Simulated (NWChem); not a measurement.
Program: NWChem. System: OPb, charge 0, spin multiplicity 1, displaced from the optimised geometry. The structure started from a generated list of species. Level: PBE0/def2-TZVP with def2 effective core potentials on Pb.

The NWChem input:

```
start mol
memory heap 200 mb stack 900 mb global 1100 mb
geometry units angstroms nocenter noautoz
  Pb     0.000000     0.000000     0.176225
  O      0.000000     0.000000    -1.806303
  symmetry group C2v
end
basis spherical
  * library def2-tzvp
end
ecp
  Pb library def2-ecp
end
dft
  xc pbe0
  semidirect memsize 60000000 filesize 0
  iterations 100
  convergence energy 1e-4 density 1e-3 gradient 5e-3
end
task dft gradient
```

Part of the output:

```
             Northwest Computational Chemistry Package (NWChem) 7.3.0
             --------------------------------------------------------

                                NWChem Input Module
                                -------------------

 Scaling coordinates for geometry "geometry" by  1.889725989
 (inverse scale =  0.529177249)

 Turning off AUTOSYM since
 SYMMETRY directive was detected!

                             Geometry "geometry" -> ""
                             -------------------------

 Output coordinates in angstroms (scale by  1.889725989 to convert to a.u.)

  No.       Tag          Charge          X              Y              Z
 ---- ---------------- ---------- -------------- -------------- --------------
    1 Pb                  82.0000     0.00000000     0.00000000     0.17622500
    2 O                    8.0000     0.00000000     0.00000000    -1.80630300

 Effective nuclear repulsion energy (a.u.)     175.0998096086

            Nuclear Dipole moment (a.u.)
            ----------------------------
        X                 Y               Z
 ---------------- ---------------- ----------------
     0.0000000000     0.0000000000     0.0000491329

      Symmetry information
      --------------------

 Group name             C2v
 Group number             16
 Group order               4
 No. of unique centers     2

      Symmetry unique atoms

     1    2


 Summary of "ao basis" -> "" (spherical)
 ------------------------------------------------------------------------------
       Tag                 Description            Shells   Functions and Types
 ---------------- ------------------------------  ------  ---------------------
 *                         def2-tzvp                  on all atoms

                                 NWChem DFT Module
                                 -----------------

 Summary of "ao basis" -> "ao basis" (spherical)
 ------------------------------------------------------------------------------
       Tag                 Description            Shells   Functions and Types
 ---------------- ------------------------------  ------  ---------------------
[...]
     2   0 2 0    -22.391005    -11.195503    -11.195503      0.000000
     2   0 1 1     -0.000000     -0.000000     -0.000000      0.000000
     2   0 0 2    -31.538741    -63.594956    -63.594956     95.651171

            General Information
            -------------------
          SCF calculation type: DFT
          Wavefunction type:  closed shell.
          No. of atoms     :     2
          No. of electrons :    30
           Alpha electrons :    15
            Beta electrons :    15
          Charge           :     0
          Spin multiplicity:     1
          Use of symmetry is: on ; symmetry adaption is: on
          Maximum number of iterations: 100
          AO basis - number of functions:    81
                     number of shells:    27
          Convergence on energy requested:  1.00D-04
          Convergence on density requested:  1.00D-03
          Convergence on gradient requested:  5.00D-03

              XC Information
              --------------
                         PBE0 Method XC Functional
                     Hartree-Fock (Exact) Exchange  0.250
          PerdewBurkeErnzerhof Exchange Functional  0.750
            Perdew 1991 LDA Correlation Functional  1.000 local
           PerdewBurkeErnz. Correlation Functional  1.000 non-local

             Grid Information
             ----------------
          Grid used for XC integration:  medium
          Radial quadrature: Mura-Knowles
          Angular quadrature: Lebedev.
          Tag              B.-S. Rad. Rad. Pts. Rad. Cut. Ang. Pts.
          ---              ---------- --------- --------- ---------
          Pb                  1.80      123           8.0       590
          O                   0.60       49           8.0       434
          Grid pruning is: on
          Number of quadrature shells:   172
          Spatial weights used:  Erf1

          Convergence Information
          -----------------------
          Convergence aids based upon iterative change in
          total energy or number of iterations.
          Levelshifting, if invoked, occurs when the
          HOMO/LUMO gap drops below (HL_TOL):  1.00D-02
          DIIS, if invoked, will attempt to extrapolate
          using up to (NFOCK): 10 stored Fock matrices.

                    Damping( 0%)  Levelshifting(0.5)       DIIS
                  --------------- ------------------- ---------------
          dE  on:    start            ASAP                start
          dE off:    2 iters        100 iters           100 iters

      Screening Tolerance Information
      -------------------------------
          Density screening/tol_rho:  1.00D-10
          AO Gaussian exp screening on grid/accAOfunc:   9
          CD Gaussian exp screening on grid/accCDfunc:  20
          XC Gaussian exp screening on grid/accXCfunc:  20
          Schwarz screening/accCoul:  1.00D-08

                            NWChem DFT Gradient Module
                            --------------------------

  charge          =   0.00
  wavefunction    = closed shell

  Using symmetry

                         DFT ENERGY GRADIENTS

    atom               coordinates                        gradient
                 x          y          z           x          y          z
   1 Pb      0.000000   0.000000   0.333017    0.000000   0.000000   0.043223
   2 O       0.000000   0.000000  -3.413418    0.000000   0.000000  -0.043223

                 ----------------------------------------
                 |  Time  |  1-e(secs)   |  2-e(secs)   |
                 ----------------------------------------
                 |  CPU   |       0.01   |       4.17   |
                 ----------------------------------------
                 |  WALL  |       0.01   |       4.17   |
                 ----------------------------------------

 Task  times  cpu:        6.3s     wall:        6.3s

 Total times  cpu:        6.3s     wall:        6.3s
```
